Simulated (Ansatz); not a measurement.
Isolated molecules relaxed with PBE0-D4/def2-TZVP in Ansatz; ΔE leaves out vibrations. CCSD(T)/CBS adds triple-zeta CCSD(T) − MP2 to the extrapolated MP2 energy (def2 sets, frozen cores). This one scheme is used for every species. DFT in def2-TZVPP. Elements past krypton have def2 core potentials. For Sn outer-core shells are correlated without core-valence functions, which leaves a few kJ/mol of doubt a bond. Each species was taken in one conformer, which may not be the lowest.

`[CH3][SnH2][F]` + CH₃SH → `C[S][SnH2][CH3]` + H–F  (ligand exchange at the Sn–F bond)

`[CH3][SnH2][F]`:

Z-matrix (Å, degrees):
```
C
Sn 1 2.124
H 1 1.090 2 109.3
H 1 1.090 2 109.4 3 -119.7
H 1 1.091 2 110.4 3 120.1
F 2 1.932 1 104.3 3 58.4
H 2 1.706 1 114.7 3 171.9
H 2 1.706 1 114.7 3 -55.0
```

CH₃SH:

Cartesian coordinates in Å:
```
C -0.255 0.275 -0.317
S -0.051 -0.880 1.056
H 0.203 1.240 -0.099
H -1.329 0.420 -0.434
H 0.144 -0.132 -1.245
H 1.290 -0.923 1.039
```

`C[S][SnH2][CH3]`:

Cartesian coordinates in Å:
```
C -0.781 -1.993 0.372
S 0.973 -1.714 -0.011
Sn 0.830 0.490 -0.952
C 0.155 1.858 0.547
H -1.147 -1.290 1.120
H -1.400 -1.936 -0.524
H -0.856 -3.001 0.780
H -0.289 0.438 -2.249
H 2.400 0.867 -1.504
H 0.841 1.837 1.394
H -0.842 1.576 0.886
H 0.116 2.869 0.140
```

H–F:

Cartesian coordinates in Å:
```
F -0.422 -0.018 0.182
H 0.422 0.018 -0.182
```

| level | ΔE (kcal/mol) |
| --- | --- |
| LDA (SPW92) | -0.4 |
| BLYP-D4 | 2.7 |
| PBE-QIDH | -0.6 |
| PBE | 2.3 |
| revPBE | 3.1 |
| PBE0 | 1.1 |
| RPA@PBE/def2-TZVPP | 1.3 |
| CCSD/CBS(def2) | 0.2 |

Task: What does CCSD(T)/CBS give? (An estimate is asked.)

Result: Computed: -0.7 kcal/mol. The listed levels differ from it by 0.3, 3.4, 0.1, 3.0, 3.8, 1.8, 2.0, 0.9 kcal/mol.

Largest T1 diagnostic among the species: 0.013.

In def2-TZVPP, CCSD(T) changes the Hartree–Fock value by −5.7 kcal/mol (the triples alone add −0.9 kcal/mol) and MP2 by −7.8 kcal/mol. At CCSD(T), def2-SVP lies +3.3 kcal/mol from the extrapolated value and def2-TZVPP +0.5 kcal/mol. The D4 term adds −3.0 kcal/mol with B3LYP and −1.7 kcal/mol with PBE0; it sums over pairs of atoms, weighted by their polarisabilities, and B3LYP, whose exchange is more repulsive, gets the larger term.

B3LYP here is the variant with VWN-RPA as its local correlation; programs differ in this.
